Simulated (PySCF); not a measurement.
## Xe: excitation energy

Xe [Xe] (1S) → Xe [Kr] 4d10 5s1 5p6 6s1 (3S), as a difference of total energies. Computed with PySCF 2.14 in aug-cc-pVTZ-PP with ECP28MDF (6s5p4d2f, 55 functions), with a scalar-relativistic core potential. Correlated levels: valence: 4s2 4p6 4d10 frozen. The calculations carry no spin-orbit coupling.

```json
{"method": "UHF", "excitation energy (cm⁻¹)": "187910"}
{"method": "LDA", "excitation energy (cm⁻¹)": "169010"}
{"method": "PBE", "excitation energy (cm⁻¹)": "167910"}
{"method": "PBE0", "excitation energy (cm⁻¹)": "174670"}
{"method": "r2SCAN", "excitation energy (cm⁻¹)": "173930"}
{"method": "r2SCAN0", "excitation energy (cm⁻¹)": "178250"}
{"method": "wB97M-V", "excitation energy (cm⁻¹)": "177280"}
{"method": "CAM-B3LYP", "excitation energy (cm⁻¹)": "176870"}
{"method": "B2PLYP", "excitation energy (cm⁻¹)": "173530"}
{"method": "MP2 (valence)", "excitation energy (cm⁻¹)": "192700"}
{"method": "SCS-MP2 (valence)", "excitation energy (cm⁻¹)": "194630"}
```

The upper state lies above the first ionisation limit, where it may autoionise and the basis confines it. A Rydberg-like electron needs more diffuse functions than a valence basis has.

The promoted electron is Rydberg-like, and one or two diffuse shells describe it only roughly, which tends to raise the upper state.
